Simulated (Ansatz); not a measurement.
One geometry of C2H6FNSi (`C[C@@H]1N[Si@@H]1F`), several functionals.

```yaml
crystal:
  periodic: [false, false, false]
  atoms:
    - {symbol: C, position_ang: [-1.144523, 0.480075, 0.867641]}
    - {symbol: C, position_ang: [0.036496, -0.330138, 0.406280]}
    - {symbol: N, position_ang: [1.220740, 0.468144, -0.093342]}
    - {symbol: Si, position_ang: [0.628656, -0.538156, -1.304368]}
    - {symbol: F, position_ang: [-0.048107, 0.149051, -2.568063]}
    - {symbol: H, position_ang: [-0.932522, 0.973997, 1.821688]}
    - {symbol: H, position_ang: [-1.399867, 1.253277, 0.140797]}
    - {symbol: H, position_ang: [-2.018839, -0.161320, 1.006452]}
    - {symbol: H, position_ang: [0.297689, -1.136859, 1.096706]}
    - {symbol: H, position_ang: [2.070480, 0.507447, 0.444967]}
    - {symbol: H, position_ang: [1.355096, -1.722517, -1.798059]}
basis:
  gaussian: {orbitals: def2-TZVPP}
hamiltonian: {xc: {name: PBE-QIDH}}
```

```sh
$ ansatz run in.yaml --threads 4 --pin off --events-out ev --progress --plain --max-ram 10444MiB
```

It prints (some lines left out):

```
Functional definition: PBE-QIDH
1481 factors; integrals over basis functions are off by at most 8.7e-4 eV
mean field evaluation 1: about -14231.5268 eV, gradient 5.3e1 eV
mean field evaluation 2: about -14231.7218 eV, gradient 5.4e1 eV
mean field evaluation 4: about -14237.4994 eV, gradient 4.3e0 eV
mean field evaluation 8: about -14237.5575 eV, gradient 5.0e-1 eV
mean field evaluation 16: about -14237.5579 eV, gradient 2.7e-4 eV
mean field -14237.55787590 eV, -523.2206013761 hartree, gradient 5.2e-6 eV, S^2 0.000000; 0 other end points of the search recorded, 0 dependent functions left out
9 core orbitals not correlated: weight in the atoms' cores, before any rotation towards them, 1.000 or more for the frozen orbitals, at most 0.000 for the correlated occupied ones
reference -14237.55788900 eV, -523.2206018574 hartree; 15, 15 occupied and 226, 226 virtual orbitals, 1481 factors
second order -28.01160551 eV of doubles, -0.00000000 eV of singles
Total energy: -14246.89509084 eV, -523.5637376959 hartree
```

Hardware: 4 threads of an Arm Neoverse V1 on a shared host. Wall time 5.5 s, peak host memory 0.65 GiB.

Changing it to `hamiltonian: {xc: pbe0, dispersion: d4}` (abridged; 2.8 s):

```
Functional definition: PBE0
mean field evaluation 16: about -14249.9980 eV, gradient 3.6e-4 eV
mean field -14249.99798610 eV, -523.6777669935 hartree, gradient 5.3e-5 eV, S^2 0.000000
Total energy: -14250.18146131 eV, -523.6845095833 hartree
```

The same input with `hamiltonian: {xc: {name: wB97M-V}}` and forces (abridged; 11 s):

```
Functional definition: wB97M-V
mean field evaluation 16: about -14257.4026 eV, gradient 1.5e-4 eV
mean field -14257.40255529 eV, -523.9498798924 hartree, gradient 6.5e-5 eV, S^2 0.000000
Total energy: -14257.40260566 eV, -523.9498817434 hartree
Atom 0 force    -0.162135     0.125049     0.092723 eV/Å
Atom 1 force    -0.028410    -0.299474     0.004469 eV/Å
Atom 2 force     0.211741     0.095037    -0.004109 eV/Å
Atom 3 force     0.141109    -0.169816     0.058151 eV/Å
Atom 4 force    -0.071265     0.044743    -0.102820 eV/Å
Atom 5 force    -0.019105    -0.034529    -0.079778 eV/Å
Atom 6 force     0.022900    -0.054575     0.044055 eV/Å
Atom 7 force     0.064160     0.052208    -0.011335 eV/Å
Atom 8 force    -0.008711     0.088723    -0.048462 eV/Å
Atom 9 force    -0.052993     0.006913    -0.019242 eV/Å
Atom 10 force    -0.097293     0.145722     0.066348 eV/Å
Dipole moment:     0.180051    -0.285837     0.255741 e Å
```

With the line `hamiltonian: {xc: {name: r2SCANh}, dispersion: d4}` (abridged; 5 s):

```
Functional definition: r2SCANh
mean field evaluation 16: about -14255.9653 eV, gradient 3.6e-4 eV
mean field -14255.96533641 eV, -523.8970630728 hartree, gradient 1.4e-5 eV, S^2 0.000000
Total energy: -14256.02179695 eV, -523.8991379594 hartree
```

The same input with `hamiltonian: {xc: lda}` (abridged; 1.2 s):

```
Functional definition: SPW92
mean field evaluation 16: about -14179.0456 eV, gradient 2.2e-4 eV
mean field -14179.04556285 eV, -521.0703135326 hartree, gradient 8.6e-5 eV, S^2 0.000000
Total energy: -14179.04560383 eV, -521.0703150384 hartree
```

Changing it to `hamiltonian: {xc: {name: BHLYP}, dispersion: d4}` (abridged; 3 s):

```
Functional definition: BHLYP
mean field evaluation 16: about -14257.0306 eV, gradient 1.2e-4 eV
mean field -14257.03057483 eV, -523.9362098627 hartree, gradient 2.7e-5 eV, S^2 0.000000
Total energy: -14257.28826017 eV, -523.9456796241 hartree
```
